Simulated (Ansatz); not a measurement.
A nudged elastic band was laid between two geometries of CHOSSi (5 atoms, charge 0, multiplicity 2).

Theory: UKS BLYP-D4/def2-SVP (Ansatz 0.2.0).

```json
{
  "movable images": "5",
  "climbing image": "yes",
  "spring": "5.0 eV/Å²",
  "optimiser": "quadratic models (default)",
  "start path": "IDPP",
  "force threshold": "0.03 eV/Å",
  "iteration limit": "60",
  "end points": "relaxed"
}
```

Image 0:

```xyz
5
Properties=species:S:1:pos:R:3
O 0.402 0.421 -1.666
C 0.175 0.577 -0.493
Si 0.788 -0.742 0.962
S -0.945 -1.716 1.295
H -0.420 1.459 -0.098
```

Image 6:

```xyz
5
Properties=species:S:1:pos:R:3
O 1.585 0.706 -0.314
C 0.385 0.628 -0.253
Si -0.659 -1.091 -0.690
S -1.043 -1.738 1.180
H -0.269 1.495 0.077
```

Task: Which bonds break or form, and what moves?

Result: No bond is made or broken. The dihedral O1–C2–Si3–S4 goes from -102 to 102°. The two ends are copies of one structure, up to a mirror image or an exchange of like atoms.

Task: Give the energies along the band, and the barrier.

Result: The forces met the threshold. The highest image is number 3 of 0 to 6, 0.082 eV above the ends, which have the same energy within 2 meV. A vibrational analysis at the climbing image gives one clearly imaginary mode, 76i cm⁻¹: a first-order saddle point.

```json
{"image": "0", "path coordinate (Å)": "0.00", "energy (eV)": "0.000", "dihedral O1–C2–Si3–S4 (°)": "-102"}
{"image": "1", "path coordinate (Å)": "0.45", "energy (eV)": "0.025", "dihedral O1–C2–Si3–S4 (°)": "-127"}
{"image": "2", "path coordinate (Å)": "0.90", "energy (eV)": "0.065", "dihedral O1–C2–Si3–S4 (°)": "-153"}
{"image": "3", "path coordinate (Å)": "1.35", "energy (eV)": "0.082", "dihedral O1–C2–Si3–S4 (°)": "-180"}
{"image": "4", "path coordinate (Å)": "1.80", "energy (eV)": "0.065", "dihedral O1–C2–Si3–S4 (°)": "153"}
{"image": "5", "path coordinate (Å)": "2.25", "energy (eV)": "0.025", "dihedral O1–C2–Si3–S4 (°)": "127"}
{"image": "6", "path coordinate (Å)": "2.70", "energy (eV)": "0.000", "dihedral O1–C2–Si3–S4 (°)": "102"}
```

Task: What is the geometry of the highest image?

Result: 
```xyz
5
Properties=species:S:1:pos:R:3
O 1.218 1.170 -1.035
C 0.356 0.653 -0.376
Si 0.305 -1.379 0.137
S -1.349 -1.670 1.234
H -0.530 1.226 0.040
```

Task: What are the harmonic wavenumbers there?

Result: 76i, 137, 270, 462, 640, 646, 1198, 1766, 2728 cm⁻¹.

The band took 8 iterations and roughly 2 core-minutes.

Time of the run: 2 min on 1 CPU thread of a shared host.
